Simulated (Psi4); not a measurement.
C3H11GaN2 (SMILES C[N](C)[Ga]([CH3])[NH2]), singlet, geometry from GFN2-xTB (such geometries of metal compounds can be far from the true shape).

Here is a job for Psi4.
```
memory 2 GB

molecule mol {
0 1
  Ga   -0.404077   -0.105236   -0.418087
  C    -1.014431   -2.001832   -0.774442
  H    -0.224023   -2.593613   -1.239505
  H    -1.871197   -1.976487   -1.449979
  H    -1.312832   -2.500939    0.149094
  N    -1.177551    1.313725   -1.273452
  H    -1.792788    1.175157   -2.065356
  H    -0.831629    2.264265   -1.292543
  N     0.865436    0.275863    0.871417
  C     1.551013   -0.763657    1.611927
  C     1.330256    1.603043    1.216776
  H     2.633117   -0.745170    1.422319
  H     1.397984   -0.647709    2.693427
  H     1.161996   -1.739049    1.308535
  H     1.177667    1.809512    2.284687
  H     2.400978    1.723215    1.000099
  H     0.770901    2.340681    0.638582
}

set basis sto-3g
set reference rhf

energy('scf')
print_variables()
```

Task: What does this run give for the total energy, dipole moment, number of basis functions, nuclear repulsion energy?

Result: 
The total energy is -2127.0383 Eh, the dipole moment is 0.71 D and the number of basis functions is 54. The nuclear repulsion energy comes out as 468.0897 Eh.
